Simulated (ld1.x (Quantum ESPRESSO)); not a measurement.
sulfur (S), ultrasoft: configuration errors across variants

```json
{
 "Element": "S",
 "Generator": "ld1.x (Quantum ESPRESSO) 7.5",
 "Type": "ultrasoft",
 "Functional": "PBEsol",
 "Relativity": "scalar-relativistic",
 "Frozen core": "[Ne]",
 "Valence charge": "6",
 "Reference configuration": "3s1.75 3p4.25",
 "Partial waves": "3s (bound): rcut 0.95, rcutus 1.25 bohr; 3s channel at 1.8 Ry: rcut 0.95, rcutus 1.25 bohr; 3p (bound): rcut 1.25, rcutus 1.35 bohr; 3p channel at 0.4 Ry: rcut 1.25, rcutus 1.35 bohr; 3d channel at -0.2 Ry: rcut 1.05, rcutus 1.30 bohr; 3d channel at 1.6 Ry: rcut 1.05, rcutus 1.30 bohr",
 "Local potential": "all-electron potential smoothed inside 0.95 bohr (lloc = -1)",
 "Core correction": "Bessel-smoothed model core inside 1.25 bohr",
 "Augmentation charge": "PSQ, inside the norm-conserving radii"
}
```

All-electron excitation energies from the reference (eV): (1) 3s2 3p4 -2.558; (2) 3s2 3p3 9.175; (3) 3s2 3p2 31.416; (4) 3s1 3p5 7.722; (5) 3s0 3p6 18.121; (6) 3s2 3p0 112.175; (7) 3s2 3p3.5 2.085.

2 further variants failed, have other tests or another functional or relativity, and are left out.

A true bound ghost makes a file unfit for plane-wave use even where its test errors are small: the radial tests pick states by their node count and pass the ghost by.

Errors AE − PS in meV (a dash: test not solved or not reliable):

| change | (1) | (2) | (3) | (4) | (5) | (6) | (7) | bound ghosts |
| --- | --- | --- | --- | --- | --- | --- | --- | --- |
| base | +0.2 | +0.5 | -0.3 | +1.4 | +11 | -11 | +0.4 | s |
| waves 3d channel at -0.2 Ry: rcut 0.82, rcutus 0.86 bohr; 3d channel at 1.6 Ry: rcut 0.82, rcutus 0.86 bohr | +0.2 | +0.5 | -0.3 | +1.4 | +11 | -11 | +0.4 | s |
| type PAW; local potential all-electron potential smoothed inside 1.00 bohr (lloc = -1) | +0.1 | -1.3 | -8.3 | -0.4 | -1.4 | -103 | -0.3 | none |
| local potential all-electron potential smoothed inside 1.00 bohr (lloc = -1) | +0.3 | +0.7 | +1.6 | +1.7 | +11 | +4.8 | +0.4 | none |

Q: Give the same row for: core correction none.

A: +0.6, +1.9, +7.3, +7.1, +57, +17, +1.0; bound ghosts: s.
